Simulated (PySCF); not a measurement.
# Diatomics of Ca with the alkali metals

CCSD(T) with double-zeta basis sets in PySCF, for the lowest determinant that a PBE0 search found; no spin–orbit coupling. De refers to high-spin ground-configuration atoms.

| M | basis | reference, frozen orbitals | state (unpaired electrons) | Re (Å) | ωe (cm⁻¹) | De (eV) |
| --- | --- | --- | --- | --- | --- | --- |
| Li | aug-pcseg-1 | ROHF, 5 | doublet (σ ↑) | 3.455 | 184 | 0.24 |
| Na | x2c-SVPall | ROHF, 6 | doublet (σ ↑) | 3.842 | 92.2 | 0.18 |
| K | def2-SVP | ROHF, 10 | doublet (σ ↑) | 4.396 | 64.1 | 0.14 |
| Cs | def2-SVP | ROHF, 5 | doublet (σ ↑) | 4.853 | 40.7 | 0.12 |

Q: The row for M = Rb is missing. Estimate Re, ωe and De as the mean of the rows for K and Cs, and compare with the calculation.

A: The means are 4.624 Å, 52.4 cm⁻¹ and 0.13 eV. ROHF-CCSD(T) in def2-SVP gives RbCa as a doublet (σ ↑) with Re = 4.620 Å, ωe = 43.9 cm⁻¹, De = 0.12 eV, so the estimate is off by +0.5 pm, +19 % and +0.01 eV.

The rows differ in basis set, which adds steps of its own.

Correlated steps freeze the inner cores (5 to 10 orbitals); shallow outer-core shells are correlated. Weak bonds: CsCa, KCa, LiCa, NaCa, RbCa. Basis-set superposition, not corrected here, can be much of De in a small basis, most of all at correlated wavefunction levels. Spin–orbit coupling is left out. States were picked by a PBE0 search and need not be the measured ground states.
